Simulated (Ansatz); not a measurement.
Dissociation curve of GaC (cation, charge +1), lowest singlet found (which spin is the ground state isn't settled by this scan).

UCCSDT(Q) = CCSDT(Q) on UHF/aug-cc-pVDZ, cores with 3d frozen (Ansatz, a first-principles code); RCCSDT(Q) = CCSDT(Q) on RHF/aug-cc-pVDZ, cores with 3d frozen in Ansatz; RKS-CAM-B3LYP = restricted CAM-B3LYP/aug-cc-pVDZ in Ansatz.

Total energies in hartree (comparable only within one method and basis):

| R / Å | UCCSDT(Q) | RCCSDT(Q) | RKS-CAM-B3LYP |
|---|---|---|---|
| 2.66 | -1960.80010 | -1960.75497 | -1962.46658 |
| 2.89 | -1960.80051 | -1960.75580 | -1962.46661 |
| 3.14 | -1960.79967 | -1960.75398 | -1962.46383 |
| 3.50 | -1960.79763 | -1960.74986 | -1962.45839 |
| 3.90 | -1960.79559 | -1960.74563 | -1962.45274 |
| 4.38 | -1960.79385 | -1960.74199 | -1962.44760 |
| 4.91 | -1960.79267 | -1960.73956 | -1962.44392 |
| 5.76 | -1960.79171 | -1960.73759 | -1962.44088 |
| 6.68 | -1960.79123 | -1960.73663 | -1962.43944 |

The scan ran from 1.43 to 6.68 Å; beyond the distances shown full CI changes its symmetry label. The unrestricted determinant behind UCCSDT(Q) is spin-contaminated at 2.66 to 6.68 Å (<S²> up to 1.0, against 0.00 for a pure singlet). The restricted form behind RKS-CAM-B3LYP keeps the bonding electrons paired and can't separate into open-shell fragments.
